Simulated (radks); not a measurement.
All-electron atom: Pb VIII in [Xe] 4f13 5d8 (not the ground configuration). Calculated with a radial shooting solver on a logarithmic mesh with Libxc functionals: scalar-relativistic Kohn-Sham, r2SCAN, spin-polarised, spherical densities, finite nucleus; open shells are filled with parallel spins first (spin-orbit coupling, left out, can overturn this in heavy ions); meta-GGA in the generalised Kohn-Sham scheme; Fermi nuclear charge, rms radius 5.5012 fm.

Unscreened Slater integrals over Kohn-Sham orbitals (hartree). They are taken over the spin-up orbitals.

integral      value
F0(5d,5d)   0.78922
F2(5d,5d)   0.42172
F4(5d,5d)   0.28609
F0(5d,5p)   0.85748
F2(5d,5p)   0.44687
G1(5d,5p)   0.55175
G3(5d,5p)   0.34710
F0(5d,4f)   0.99995
F2(5d,4f)   0.26050
F4(5d,4f)   0.12525
G1(5d,4f)  0.079234
G3(5d,4f)  0.079659
G5(5d,4f)  0.065327
F0(5p,5p)   0.95328
F2(5p,5p)   0.51726
F0(5p,4f)    1.1721
F2(5p,4f)   0.36568
G2(5p,4f)   0.12578
G4(5p,4f)   0.11066
F0(4f,4f)    2.0457
F2(4f,4f)    1.0349
F4(4f,4f)   0.66344
F6(4f,4f)   0.48158

Derived for the open shells (J is the average intra-shell exchange parameter used in DFT+U). 4f: F4/F2 = 0.641, F6/F2 = 0.465, J = (286 F2 + 195 F4 + 250 F6)/6435 = 0.08481 hartree. 5d: Racah B = F2/49 - 5 F4/441 = 0.005363 hartree, C = 35 F4/441 = 0.02271 hartree, C/B = 4.23, F4/F2 = 0.678, J = (F2 + F4)/14 = 0.05056 hartree.
